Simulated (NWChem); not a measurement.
System: SiH3TeI; SMILES [Te](I)[SiH3]

Here is an NWChem input.

```
start job
memory heap 200 mb stack 900 mb global 1100 mb
geometry units angstroms noautoz
  Te     0.691579    -1.001258    -0.006358
  I     -0.139435     1.591779     0.007500
  Si    -1.652984    -1.900818    -0.007225
  H     -1.484192    -3.385421    -0.015058
  H     -2.382175    -1.452516    -1.227072
  H     -2.378395    -1.464974     1.219349
end
basis spherical
  * library def2-svp
end
ecp
  Te library def2-ecp
  I library def2-ecp
end
dft
  xc xcamb88 1.00 lyp 0.81 vwn_5 0.19 hfexch 1.00
  cam 0.33 cam_alpha 0.19 cam_beta 0.46
  iterations 150
  vectors input atomic output neutral.movecs
end
task dft energy
charge 1
dft
  odft
  mult 2
  vectors input atomic output cation.movecs
end
task dft energy
```

Excerpt of the output:

```
             Northwest Computational Chemistry Package (NWChem) 7.3.0
             --------------------------------------------------------

 CS  symmetry detected

                             Geometry "geometry" -> ""
                             -------------------------

 Output coordinates in angstroms (scale by  1.889725989 to convert to a.u.)

  No.       Tag          Charge          X              Y              Z
 ---- ---------------- ---------- -------------- -------------- --------------
    1 Te                  52.0000     0.65204499    -1.02706987     0.00000000
    2 I                   53.0000    -0.05971682     1.60123991     0.00000000
    3 Si                  14.0000    -1.73114494    -1.81864448     0.00000000
    4 H                    1.0000    -1.63030860    -3.30942618     0.00000000
    5 H                    1.0000    -2.43750524    -1.34381640    -1.22322779
    6 H                    1.0000    -2.43750524    -1.34381640     1.22322779

 Effective nuclear repulsion energy (a.u.)     852.2586107306

      Symmetry information
      --------------------

 Group name             Cs
 Group number              2
 Group order               2
 No. of unique centers     5

                                 NWChem DFT Module
                                 -----------------

 Summary of "ao basis" -> "ao basis" (spherical)
 ------------------------------------------------------------------------------
       Tag                 Description            Shells   Functions and Types
 ---------------- ------------------------------  ------  ---------------------
 Te                         def2-svp                10       26   4s4p2d
 I                          def2-svp                10       26   4s4p2d
 Si                         def2-svp                 8       18   4s3p1d
 H                          def2-svp                 3        5   2s1p

      Symmetry analysis of basis
      --------------------------

        a'         58
        a"         27

            General Information
            -------------------
          SCF calculation type: DFT
          Wavefunction type:  closed shell.
          No. of atoms     :     6
          No. of electrons :    66
           Alpha electrons :    33
            Beta electrons :    33
          Charge           :     0
          Spin multiplicity:     1
          Use of symmetry is: on ; symmetry adaption is: on
          Maximum number of iterations: 150
          AO basis - number of functions:    85
                     number of shells:    37
          Convergence on energy requested:  1.00D-06
          Convergence on density requested:  1.00D-05
          Convergence on gradient requested:  5.00D-04

              XC Information
              --------------
                     Hartree-Fock (Exact) Exchange  1.000
                   CAM-Becke88 Exchange Functional  1.000
                      VWN V Correlation Functional  0.190 local
              Lee-Yang-Parr Correlation Functional  0.810

           Range-Separation Parameters
           ---------------------------
           Alpha           :  0.19
           Beta            :  0.46
           Gamma           :  0.33
           Short-Range HF  :     F

             Grid Information
             ----------------
          Grid used for XC integration:  medium
          Radial quadrature: Mura-Knowles
          Angular quadrature: Lebedev.
          Tag              B.-S. Rad. Rad. Pts. Rad. Cut. Ang. Pts.
          ---              ---------- --------- --------- ---------
          Te                  1.40      123          10.0       590
          I                   1.40      123          12.0       590
          Si                  1.10       88          11.0       590
          H                   0.35       45          13.0       434
          Grid pruning is: on
          Number of quadrature shells:   424
          Spatial weights used:  Erf1

      Superposition of Atomic Density Guess
      -------------------------------------

 Sum of atomic energies:        -948.58721964

      Non-variational initial energy
      ------------------------------

 Total energy =    -854.322459
 1-e energy   =   -1930.091810
 2-e energy   =     803.394956
 HOMO         =      -0.230165
 LUMO         =      -0.088746

      Symmetry analysis of molecular orbitals - initial
      -------------------------------------------------

  Numbering of irreducible representations:

     1 a'          2 a"

  Orbital symmetries:

     1 a'          2 a'          3 a'          4 a'          5 a'
     6 a'          7 a"          8 a'          9 a'         10 a"
    11 a"         12 a'         13 a'         14 a'         15 a'
    16 a"         17 a'         18 a"         19 a'         20 a'
    21 a"         22 a'         23 a"         24 a'         25 a'
    26 a'         27 a'         28 a"         29 a'         30 a'
    31 a"         32 a'         33 a"         34 a'         35 a'
    36 a'         37 a"         38 a'         39 a'         40 a'
    41 a'         42 a"         43 a'

   convergence    iter        energy       DeltaE   RMS-Dens  Diis-err
 ---------------- ----- ----------------- --------- --------- ---------
 d= 0,ls=0.0,diis     1   -856.9125004029 -1.13D+03  1.00D-02  2.31D-01
 d= 0,ls=0.0,diis     2   -856.9392303419 -2.67D-02  4.01D-03  5.44D-02
 d= 0,ls=0.0,diis     3   -856.9483313546 -9.10D-03  1.18D-03  7.18D-03
 d= 0,ls=0.0,diis     4   -856.9495202922 -1.19D-03  2.57D-04  2.71D-04
 d= 0,ls=0.0,diis     5   -856.9495613566 -4.11D-05  7.05D-05  1.63D-05
  Resetting Diis
 d= 0,ls=0.0,diis     6   -856.9495647017 -3.35D-06  1.38D-05  6.51D-07
 d= 0,ls=0.0,diis     7   -856.9495648457 -1.44D-07  5.36D-06  3.83D-08

         Total DFT energy =     -856.949564845735
      One electron energy =    -1931.299066811106
           Coulomb energy =      867.004824390545
    Exchange-Corr. energy =      -65.029717517179
 Nuclear repulsion energy =      272.374395092004

 Numeric. integr. density =       66.000004799447

                  Occupations of the irreducible representations
                  ----------------------------------------------

                     irrep           alpha         beta
                     --------     --------     --------
                     a'               23.0         23.0
                     a"               10.0         10.0

                       DFT Final Molecular Orbital Analysis
                       ------------------------------------

 Vector   31  Occ=2.000000D+00  E=-3.476605D-01  Symmetry=a"
              MO Center=  4.2D-02,  8.4D-01, -1.1D-15, r^2= 3.5D+00
   Bfn.  Coefficient  Atom+Function         Bfn.  Coefficient  Atom+Function
  ----- ------------  ---------------      ----- ------------  ---------------
    39      0.515779  2 I  pz                42      0.438796  2 I  pz
    13      0.283442  1 Te pz                16      0.241557  1 Te pz
    36     -0.209135  2 I  pz                33     -0.169296  2 I  pz
    10     -0.112456  1 Te pz                 7     -0.087962  1 Te pz
    76      0.070910  5 H  s                 81     -0.070910  6 H  s

 Vector   32  Occ=2.000000D+00  E=-3.186255D-01  Symmetry=a'
              MO Center= -7.0D-02,  9.0D-01, -5.1D-16, r^2= 4.1D+00
   Bfn.  Coefficient  Atom+Function         Bfn.  Coefficient  Atom+Function
  ----- ------------  ---------------      ----- ------------  ---------------
    37      0.540666  2 I  px                40      0.490764  2 I  px
    11     -0.240028  1 Te px                34     -0.218981  2 I  px
    31     -0.176892  2 I  px                14     -0.164291  1 Te px
    60      0.126621  3 Si px                41      0.117026  2 I  py
    38      0.115010  2 I  py                63      0.109221  3 Si px

 Vector   33  Occ=2.000000D+00  E=-2.764782D-01  Symmetry=a"
              MO Center=  3.3D-01, -3.4D-01,  1.3D-16, r^2= 4.2D+00
   Bfn.  Coefficient  Atom+Function         Bfn.  Coefficient  Atom+Function
  ----- ------------  ---------------      ----- ------------  ---------------
    13      0.520881  1 Te pz                16      0.482620  1 Te pz
    39     -0.344678  2 I  pz                42     -0.336102  2 I  pz
    10     -0.202565  1 Te pz                 7     -0.157661  1 Te pz
    36      0.138739  2 I  pz                33      0.111671  2 I  pz
    77      0.094937  5 H  s                 82     -0.094937  6 H  s

 Vector   34  Occ=0.000000D+00  E=-6.947405D-02  Symmetry=a'
              MO Center=  3.0D-01, -4.1D-02, -8.6D-16, r^2= 5.2D+00
   Bfn.  Coefficient  Atom+Function         Bfn.  Coefficient  Atom+Function
  ----- ------------  ---------------      ----- ------------  ---------------
    15      0.674068  1 Te py                41      0.610481  2 I  py
    12      0.439364  1 Te py                38      0.380706  2 I  py
    30     -0.248042  2 I  s                  4      0.218485  1 Te s
     3      0.215466  1 Te s                 29     -0.203504  2 I  s
     9     -0.175833  1 Te py                40     -0.170363  2 I  px

 Vector   35  Occ=0.000000D+00  E= 1.563108D-02  Symmetry=a'
              MO Center= -6.3D-01, -1.3D+00,  4.4D-16, r^2= 5.4D+00
   Bfn.  Coefficient  Atom+Function         Bfn.  Coefficient  Atom+Function
  ----- ------------  ---------------      ----- ------------  ---------------
    14      0.907549  1 Te px                63      0.853649  3 Si px
    56      0.691583  3 Si s                  4     -0.593387  1 Te s
    64      0.470493  3 Si py                55      0.370582  3 Si s
    11      0.299782  1 Te px                 3     -0.263098  1 Te s
    15      0.231240  1 Te py                60      0.230023  3 Si px

[...]
```

Level: CAM-B3LYP/def2-SVP with def2 effective core potentials on Te, I, vertical spin-unrestricted ions. Geometry: optimised at PBE0/def2-SVP. Not confirmed as a minimum by frequencies. def2 effective core potentials on Te, I; no spin-orbit coupling.
